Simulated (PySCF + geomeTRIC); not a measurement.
Level of theory: B3LYP-D3(BJ)/def2-TZVP in PySCF + geomeTRIC. fastk is a local helper that only speeds up exchange builds. No frequencies were computed at this level.

```python
import json, numpy as np
from pyscf import gto, dft
from fastk import lowrank_exchange
atoms = """
F      1.870487    -0.152703    -0.983972
C      0.982125    -0.007041     0.009655
F      1.694992     0.140522     1.140697
Al    -1.001252     0.002740    -0.049007
H     -1.784429    -1.322758     0.044291
H     -1.761923     1.339240    -0.161663
"""
def scf(charge, spin, dm0=None):
    mol = gto.M(atom=atoms, basis='def2-tzvp', ecp={}, charge=charge, spin=spin, verbose=3, max_memory=3780)
    mf = dft.KS(mol, xc='b3lyp').density_fit(auxbasis="def2-universal-jkfit")
    mf.disp = 'd3bj'
    mf.grids.level = 3
    mf.conv_tol = 1e-8
    mf.max_cycle = 60
    mf.kernel(dm0)
    if not mf.converged:
        mf = mf.newton().run(mf.mo_coeff, mf.mo_occ).undo_soscf()
    return mf
mf = scf(0, 1)
lowrank_exchange(mf)  # same exchange matrices as the stock routine, built faster for response steps
mo, _, stable, _ = mf.stability(return_status=True)
if not stable:
    mf.kernel(mf.make_rdm1(mo, mf.mo_occ))
del mf.get_jk
from pyscf.geomopt.geometric_solver import kernel as optimize
path = []
done, mol = optimize(mf, maxsteps=80, assert_convergence=False, callback=lambda env: path.append((env["energy"], bool(env["g_scanner"].converged))))
res = dict(converged=bool(done and path[-1][1]), energy=path[-1][0], path=[e for e, c in path], xyz=mol.atom_coords(unit="Angstrom").tolist(), nao=mol.nao)
json.dump(res, open("result.json", "w"))
```

Output:

```
converged SCF energy = -481.479121252982  <S^2> = 0.75449431  2S+1 = 2.0044893
<class 'pyscf.df.df_jk.DFUKS'> wavefunction is stable in the internal stability analysis
Geometry optimization cycle 1
converged SCF energy = -481.479121253015  <S^2> = 0.75449429  2S+1 = 2.0044893
cycle 1: E = -481.479121253  dE = -481.479  norm(grad) = 0.0239861
Geometry optimization cycle 2
converged SCF energy = -481.478461325423  <S^2> = 0.75459851  2S+1 = 2.0045932
cycle 2: E = -481.478461325  dE = 0.000659928  norm(grad) = 0.0304432
Geometry optimization cycle 3
converged SCF energy = -481.480749949754  <S^2> = 0.75439527  2S+1 = 2.0043904
cycle 3: E = -481.48074995  dE = -0.00228862  norm(grad) = 0.00523739
Geometry optimization cycle 4
converged SCF energy = -481.481143096702  <S^2> = 0.75436813  2S+1 = 2.0043634
cycle 4: E = -481.481143097  dE = -0.000393147  norm(grad) = 0.00433876
Geometry optimization cycle 5
converged SCF energy = -481.481840409632  <S^2> = 0.75433684  2S+1 = 2.0043322
cycle 5: E = -481.48184041  dE = -0.000697313  norm(grad) = 0.00584665
Geometry optimization cycle 6
converged SCF energy = -481.483061805849  <S^2> = 0.75419476  2S+1 = 2.0041904
cycle 6: E = -481.483061806  dE = -0.0012214  norm(grad) = 0.00919108
Geometry optimization cycle 7
converged SCF energy = -481.486282413133  <S^2> = 0.75383658  2S+1 = 2.0038329
cycle 7: E = -481.486282413  dE = -0.00322061  norm(grad) = 0.0254557
Geometry optimization cycle 8
converged SCF energy = -481.490020562635  <S^2> = 0.75340559  2S+1 = 2.0034027
cycle 8: E = -481.490020563  dE = -0.00373815  norm(grad) = 0.0419449
Geometry optimization cycle 9
converged SCF energy = -481.494067635393  <S^2> = 0.75316381  2S+1 = 2.0031613
cycle 9: E = -481.494067635  dE = -0.00404707  norm(grad) = 0.0337544
Geometry optimization cycle 10
converged SCF energy = -481.495937374641  <S^2> = 0.75327585  2S+1 = 2.0032732
cycle 10: E = -481.495937375  dE = -0.00186974  norm(grad) = 0.011399
Geometry optimization cycle 11
converged SCF energy = -481.49627320021  <S^2> = 0.75332047  2S+1 = 2.0033177
cycle 11: E = -481.4962732  dE = -0.000335826  norm(grad) = 0.00653799
Geometry optimization cycle 12
converged SCF energy = -481.496428019548  <S^2> = 0.75333825  2S+1 = 2.0033355
cycle 12: E = -481.49642802  dE = -0.000154819  norm(grad) = 0.00432267
Geometry optimization cycle 13
converged SCF energy = -481.496474835413  <S^2> = 0.75333144  2S+1 = 2.0033287
cycle 13: E = -481.496474835  dE = -4.68159e-05  norm(grad) = 0.00224888
Geometry optimization cycle 14
converged SCF energy = -481.496489627668  <S^2> = 0.75332174  2S+1 = 2.003319
cycle 14: E = -481.496489628  dE = -1.47923e-05  norm(grad) = 0.00075333
Geometry optimization cycle 15
converged SCF energy = -481.496493998008  <S^2> = 0.75331619  2S+1 = 2.0033134
cycle 15: E = -481.496493998  dE = -4.37034e-06  norm(grad) = 0.000621466
Geometry optimization cycle 16
converged SCF energy = -481.496494895648  <S^2> = 0.75331621  2S+1 = 2.0033135
cycle 16: E = -481.496494896  dE = -8.9764e-07  norm(grad) = 0.000473584
Geometry optimization cycle 17
converged SCF energy = -481.496494494782  <S^2> = 0.75331739  2S+1 = 2.0033146
cycle 17: E = -481.496494495  dE = 4.00865e-07  norm(grad) = 0.000373971
Geometry optimization cycle 18
converged SCF energy = -481.496493862713  <S^2> = 0.75331929  2S+1 = 2.0033165
cycle 18: E = -481.496493863  dE = 6.3207e-07  norm(grad) = 0.000454355
<class 'geometric.internal.Distance'> : 5
<class 'geometric.internal.Angle'> : 4
<class 'geometric.internal.OutOfPlane'> : 2
<class 'geometric.internal.Dihedral'> : 4
<class 'geometric.internal.TranslationX'> : 1
<class 'geometric.internal.TranslationY'> : 1
<class 'geometric.internal.TranslationZ'> : 1
<class 'geometric.internal.RotationA'> : 1
<class 'geometric.internal.RotationB'> : 1
<class 'geometric.internal.RotationC'> : 1
Step    0 : Gradient = 9.792e-03/1.606e-02 (rms/max) Energy = -481.4791212530
Step    1 : Displace = 7.181e-02/1.051e-01 (rms/max) Trust = 1.000e-01 (=) Grad = 1.243e-02/2.131e-02 (rms/max) E (change) = -481.4784613254 (+6.599e-04) Quality = -0.253
Step    2 : Displace = 3.844e-02/6.212e-02 (rms/max) Trust = 3.591e-02 (-) Grad = 2.138e-03/2.977e-03 (rms/max) E (change) = -481.4807499498 (-2.289e-03) Quality = 1.075
Step    3 : Displace = 3.018e-02/4.573e-02 (rms/max) Trust = 5.078e-02 (+) Grad = 1.771e-03/2.335e-03 (rms/max) E (change) = -481.4811430967 (-3.931e-04) Quality = 2.110
Step    4 : Displace = 4.033e-02/5.465e-02 (rms/max) Trust = 7.181e-02 (+) Grad = 2.387e-03/3.733e-03 (rms/max) E (change) = -481.4818404096 (-6.973e-04) Quality = 2.177
Step    5 : Displace = 5.551e-02/7.916e-02 (rms/max) Trust = 1.016e-01 (+) Grad = 3.752e-03/5.247e-03 (rms/max) E (change) = -481.4830618058 (-1.221e-03) Quality = 1.910
Step    6 : Displace = 1.424e-01/2.011e-01 (rms/max) Trust = 1.436e-01 (+) Grad = 1.039e-02/1.573e-02 (rms/max) E (change) = -481.4862824131 (-3.221e-03) Quality = 1.000
Step    7 : Displace = 2.014e-01/2.790e-01 (rms/max) Trust = 2.031e-01 (+) Grad = 1.712e-02/2.508e-02 (rms/max) E (change) = -481.4900205626 (-3.738e-03) Quality = 0.799
Step    8 : Displace = 2.263e-01/3.311e-01 (rms/max) Trust = 2.873e-01 (+) Grad = 1.378e-02/2.326e-02 (rms/max) E (change) = -481.4940676354 (-4.047e-03) Quality = 1.158
Step    9 : Displace = 2.444e-02/3.971e-02 (rms/max) Trust = 3.000e-01 (+) Grad = 4.654e-03/7.313e-03 (rms/max) E (change) = -481.4959373746 (-1.870e-03) Quality = 1.184
Step   10 : Displace = 1.928e-02/2.937e-02 (rms/max) Trust = 3.000e-01 (=) Grad = 2.669e-03/5.356e-03 (rms/max) E (change) = -481.4962732002 (-3.358e-04) Quality = 1.379
Step   11 : Displace = 2.054e-02/2.893e-02 (rms/max) Trust = 3.000e-01 (=) Grad = 1.765e-03/3.101e-03 (rms/max) E (change) = -481.4964280195 (-1.548e-04) Quality = 1.281
Step   12 : Displace = 1.203e-02/1.735e-02 (rms/max) Trust = 3.000e-01 (=) Grad = 9.181e-04/1.664e-03 (rms/max) E (change) = -481.4964748354 (-4.682e-05) Quality = 1.264
Step   13 : Displace = 6.979e-03/9.242e-03 (rms/max) Trust = 3.000e-01 (=) Grad = 3.075e-04/4.811e-04 (rms/max) E (change) = -481.4964896277 (-1.479e-05) Quality = 1.201
Step   14 : Displace = 4.015e-03/6.118e-03 (rms/max) Trust = 3.000e-01 (=) Grad = 2.537e-04/3.625e-04 (rms/max) E (change) = -481.4964939980 (-4.370e-06) Quality = 1.035
Step   15 : Displace = 2.702e-03/4.470e-03 (rms/max) Trust = 3.000e-01 (=) Grad = 1.933e-04/3.472e-04 (rms/max) E (change) = -481.4964948956 (-8.976e-07) Quality = 0.477
Step   16 : Displace = 1.855e-03/3.221e-03 (rms/max) Trust = 3.000e-01 (=) Grad = 1.527e-04/2.400e-04 (rms/max) E (change) = -481.4964944948 (+4.009e-07) Quality = -0.277
Step   17 : Displace = 9.026e-04/1.574e-03 (rms/max) Trust = 9.277e-04 (-) Grad = 1.855e-04/3.484e-04 (rms/max) E (change) = -481.4964938627 (+6.321e-07) Quality = -0.282
Converged! =D
```

Cost: around 7 core-minutes (rough).
